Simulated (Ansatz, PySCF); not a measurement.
Gas-phase reaction (SMILES): [CH3][Ge]([CH3])([F])[F] + F (HF) -> [CH3][Ge]([F])([F])[F] [trifluoro(methyl)germane] + C (CH4); hydrogen fluoride cleaves one Ge-C bond, a model of a ligand-exchange step.

Geometries: B3LYP-D3(BJ)/def2-TZVP minima from Ansatz (a first-principles code). Valence correlation only, unless marked. No spin-orbit coupling. Frozen are the shells of the preceding noble gas and the d and f shells that filled before the atom's block. Non-relativistic. CBS(X,Y): correlation extrapolated as X^-3; Hartree-Fock from the larger set. Thermal terms are rigid-rotor harmonic-oscillator values from B3LYP-D3(BJ) frequencies (Ansatz or PySCF) at 298.15 K and 1 atm. 1 Eh = 627.5095 kcal/mol.

```csv
species,"E, CCSD(T)/CBS(cc-pVTZ,cc-pVQZ) (Ansatz) (Eh)","E, wB97X-V/def2-TZVPD (Ansatz) (Eh)",H - E (Eh)
[CH3][Ge]([CH3])([F])[F],-2354.93207,-2356.46754,0.08663
F (HF),-100.39146,-100.45520,0.01259
[CH3][Ge]([F])([F])[F],-2414.89854,-2416.43769,0.05163
C (CH4),-40.45816,-40.51531,0.04840
```

Question: Work out ΔE and ΔH at 298.15 K at the first level, then ΔH at the second.

Answer: 
1. ΔE = [(-2414.89854) + (-40.45816)] - [(-2354.93207) + (-100.39146)] = -0.03317 Eh = -20.8 kcal/mol at CCSD(T)/CBS(cc-pVTZ,cc-pVQZ).
2. The terms H - E add up to 0.00081 Eh, so ΔH = (-0.03317 + (0.00081))×627.5095 = -20.3 kcal/mol.
3. At wB97X-V/def2-TZVPD the same steps give ΔE = -19.0 and ΔH = -18.5 kcal/mol, a shift of +1.8 from the first level.
4. These values are not checked against measurement here, since the tables used lack a sound gas-phase enthalpy of formation for at least one species.
